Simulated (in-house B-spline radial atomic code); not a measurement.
Atomic self-consistent-field run: Pd3+. Computed with an all-electron radial atomic-structure program (B-spline basis): scalar-relativistic (X2C) M06-2X, spin-polarised, spherical fractional occupations, exact exchange averaged over the configuration, Fermi nucleus of rms radius 4.5318 fm.

Command:
```bash
python run_scf.py task.json out
```
Settings (nuclear radius in fm, mass in u):
```
Z                46
configuration    [Kr] 4d7
hamiltonian      x2c
method           m062x
spin_polarised   True
nucleus          fermi
rms_radius       4.5318
atomic_mass      105.90348
speed_of_light   137.035999084
exact_exchange   averaged over the configuration
```

Output (hartree, bohr):
```
 radial grid: 69 intervals, B-splines of order 8, outer radius 28.1081 bohr

 iter        energy (Eh)    residual
    1       -5043.520048    1.74e-01
    2       -5043.535966    6.39e-03
    3       -5043.536202    2.00e-03
    4       -5043.536218    8.93e-04
    5       -5043.536222    1.30e-04
    6       -5043.536222    3.91e-05
    7       -5043.536222    7.82e-06
    8       -5043.536222    4.63e-06
    9       -5043.536222    3.23e-06
   10       -5043.536222    2.53e-06
   11       -5043.536222    1.41e-06
   12       -5043.536222    9.58e-07
   13       -5043.536222    1.04e-06
   14       -5043.536222    5.09e-07
   15       -5043.536222    7.35e-07
   16       -5043.536222    1.47e-07

 total energy                     -5043.53622
 kinetic                            5268.2816
 electron-nucleus                 -12162.8766
 Hartree                            1995.4328
 exact exchange                      -76.3111
 exchange-correlation                -68.0629

 orbital      occ     eigenvalue          <r>       <r^2>       <1/r>       r_max
 1s up      1.000      -894.4907    0.0313291  0.00133683     50.0988        0.02
 1s down    1.000      -894.4911    0.0313291  0.00133682     50.0988        0.02
 2s up      1.000      -133.2841     0.138048   0.0225268     11.2794      0.1168
 2s down    1.000      -133.2593     0.138041   0.0225246     11.2802      0.1168
 2p up      3.000      -119.7990     0.120431   0.0177339     10.6224     0.09303
 2p down    3.000      -119.7736     0.120418     0.01773     10.6235     0.09302
 3s up      1.000       -25.8263     0.379203    0.164639     3.90168      0.3418
 3s down    1.000       -25.8112     0.379057    0.164486     3.90265      0.3418
 3p up      3.000       -21.3649     0.377852    0.165971     3.67121      0.3344
 3p down    3.000       -21.3477     0.377645    0.165744     3.67228      0.3343
 3d up      5.000       -14.1839     0.356269    0.151346     3.42994      0.2812
 3d down    5.000       -14.1494     0.356472    0.151507     3.42772      0.2815
 4s up      1.000        -5.0244     0.942313     1.00517     1.47051      0.8499
 4s down    1.000        -4.9098     0.940735     1.00144     1.47314      0.8475
 4p up      3.000        -3.6974      1.02628     1.20326     1.31881      0.9033
 4p down    3.000        -3.5494      1.02515      1.2005     1.32007      0.9013
 4d up      5.000        -1.7296      1.29428     1.96814     1.01836        1.05
 4d down    2.000        -1.6539      1.31571     2.04496     1.00622       1.058
```

Cost of the run: 1.7 s on 1 thread of Arm Neoverse N1, on a shared host.

States collapsed into the nucleus by a negative tau potential were left out of the aufbau.

One-electron X2C: radii and densities carry no picture-change correction, so inner-shell <1/r> comes out high (for 1s by about 2 % at Z = 33, 5 % at 54, 10 % at 75, 30 % at 118) and <r> low.
